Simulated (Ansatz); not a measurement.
(1) Predict a relaxed structure of the cluster Cu₃Sn₂⁺ (the lowest singlet isomer of a short search), charge 1, singlet, at PBE-D4/def2-SVP (Ansatz).

Answers

(1) 
```xyz
5

Cu    0.9246    0.4313   -1.0886
Cu   -1.0753   -0.9072   -1.3368
Cu    1.1335    0.9338    1.2686
Sn   -1.3337    1.0681    0.3760
Sn    0.3510   -1.5260    0.7808
```
Point group C2v (tolerance 0.1 Å). This is one stationary point.

In the def2 sets Sn takes a core potential; there is no spin–orbit coupling. The restricted singlet is unstable towards broken spin symmetry in Hartree–Fock (as tested in another run); at PBE-D4/def2-SVP this wasn't settled. The relaxation made no stability test and no search for a lower SCF solution. No other spin state of charge 1 was run. The structure comes from a short search, and lower isomers may exist.
